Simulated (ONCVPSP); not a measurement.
## Cutoff test, hydrogen (H), ONCV

- Element: hydrogen (H)
- Generator: ONCVPSP 4.0.1
- Type: optimised norm-conserving Vanderbilt (ONCV)
- Functional: LDA (Perdew-Zunger)
- Relativity: non-relativistic
- Frozen core: none
- Valence charge: 1
- Reference configuration: 1s1
- Partial waves: 1s: rc 0.95 bohr, ncon 4, nbas 8, qcut 8.8 1/bohr, 2 projectors, debl 1.6 Ha; p scattering state at 0.15 Ha: rc 1.00 bohr, ncon 3, nbas 6, qcut 9.6 1/bohr, 1 projector
- Local potential: polynomial inside 0.75 bohr (lpopt 5, dvloc0 2 Ha)
- Core correction: none

Problem. For each optimised wave give the share of its norm inside rc, the residual kinetic energy above qcut (Ha) and the cutoffs (Ha) for errors of 10, 1, 0.1 and 0.01 mHa per electron.

Solution.

```json
{"wave": "1s", "norm inside rc": "0.257", "residual KE": "1.2e-05", "10 mHa": "9.1", "1 mHa": "19.9", "0.1 mHa": "29.9", "0.01 mHa": "40.0"}
{"wave": "s projector 2", "norm inside rc": "0.187", "residual KE": "2.7e-05", "10 mHa": "12.2", "1 mHa": "23.7", "0.1 mHa": "33.8", "0.01 mHa": "44.2"}
{"wave": "p projector 1", "norm inside rc": "0.007", "residual KE": "5.9e-09", "10 mHa": "0.9", "1 mHa": "2.5", "0.1 mHa": "6.8", "0.01 mHa": "15.2"}
```

The occupied waves need 20 Ha and 30 Ha for 1 and 0.1 mHa. Rows with under 1 % of the norm inside rc give no meaningful cutoff.
